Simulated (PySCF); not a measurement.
Compound: C₄H₁₁ClSi.
Numbering: `[CH3:1][CH:2]([CH3:3])[SiH2:4][CH2:5][Cl:6]` (hydrogens: H7, H8, H9 on C1; H10 on C2; H11, H12, H13 on C3; H14, H15 on Si4; H16, H17 on C5)

Computed with PySCF at PBE0/pcSseg-1 and CAM-B3LYP/def2-SVPD, non-relativistic, on one gas-phase PBE0-D3(BJ)/def2-SVP geometry that isn't relaxed in the solvent. The solvent is an IEF-PCM continuum (van der Waals radii × 1.2). The model holds no explicit solvent molecules, cavitation or dispersion.

Gas phase at PBE0/pcSseg-1: HOMO -7.81 eV, LUMO 0.30 eV, dipole 2.73 D.

Task: What does the continuum do to the energy, the frontier levels and the dipole at PBE0/pcSseg-1 in chloroform?

Result: 
| solvent | ε | E(solvent) − E(gas) (kcal/mol) | polarisation term (kcal/mol) | distortion of the solute (kcal/mol) | HOMO (eV) | LUMO (eV) | dipole (D) |
| --- | --- | --- | --- | --- | --- | --- | --- |
| chloroform | 4.711 | -2.25 | -2.55 | 0.30 | -7.77 | 0.42 | 3.28 |

Polarisation term: ½ Σ q·V over the induced surface charges. Distortion: the rise of the solute's own energy as its density leaves the gas-phase optimum.

Task: Which radius a makes the point-dipole formula ΔE = −[(ε − 1)/(2ε + 1)]·μ²/a³ give the value in chloroform, with the gas-phase dipole?

Result: μ = 1.073 au and |ΔE| = 0.00358 Eh give a = 2.57 Å; the farthest nucleus lies 3.93 Å from the centroid of the nuclei, so such a sphere wouldn't even hold the nuclei. The formula assumes a rigid point dipole at the centre of a sphere.

Task: Which Hirshfeld charges (PBE0/pcSseg-1) respond most in chloroform (means over atoms taken as equivalent)?

Result: 
```json
{"atoms": "Cl6", "environment": "alkyl chlorine", "gas (e)": "-0.075", "solvent (e)": "-0.097", "change": "-0.022"}
{"atoms": "H16/H17", "environment": "methylene hydrogen", "gas (e)": "+0.047", "solvent (e)": "+0.054", "change": "+0.007"}
{"atoms": "H14/H15", "environment": "Si–H hydrogen", "gas (e)": "-0.080", "solvent (e)": "-0.083", "change": "-0.003"}
{"atoms": "H10", "environment": "methine hydrogen", "gas (e)": "+0.036", "solvent (e)": "+0.040", "change": "+0.004"}
{"atoms": "C5", "environment": "sp3 C–Cl carbon", "gas (e)": "-0.126", "solvent (e)": "-0.123", "change": "+0.003"}
{"atoms": "C2", "environment": "sp3 carbon bound to silicon", "gas (e)": "-0.104", "solvent (e)": "-0.101", "change": "+0.003"}
```

Gas phase at CAM-B3LYP/def2-SVPD: HOMO -9.17 eV, LUMO 0.93 eV, dipole 2.69 D.

Task: What does the continuum do to the energy, the frontier levels and the dipole at CAM-B3LYP/def2-SVPD in chloroform?

Result: 
```tsv
solvent	ε	E(solvent) − E(gas) (kcal/mol)	polarisation term (kcal/mol)	distortion of the solute (kcal/mol)	HOMO (eV)	LUMO (eV)	dipole (D)
chloroform	4.711	-2.32	-2.67	0.35	-9.09	1.10	3.31
```

Task: How does the static polarisability (CAM-B3LYP/def2-SVPD, frozen core, with the continuum's full static response) change?

Result: 
```tsv
medium	isotropic (au)	principal values (au)	⟨r²⟩ of the electrons (bohr²)
gas	91.4	77.1, 85.7, 111.3	1409.5
chloroform	113.0	98.7, 107.5, 132.9	1410.4
```

The isotropic value in chloroform is 1.24 times the gas-phase one; no cavity-field correction is applied. ⟨r²⟩ is taken about the centre of nuclear charge.

Time: 43 s of wall time; peak memory 0.95 GiB. Hardware: an Arm Neoverse N1 with one thread, no GPU (shared host). This is the whole shielding run at PBE0/pcSseg-1 in chloroform, SCF included.

Shape of the structure used: `[CH3:1][CH:2]([CH3:3])[SiH2:4][CH2:5][Cl:6]`: C1–C2–Si4–C5 -56°, C2–Si4–C5–Cl6 -179°.
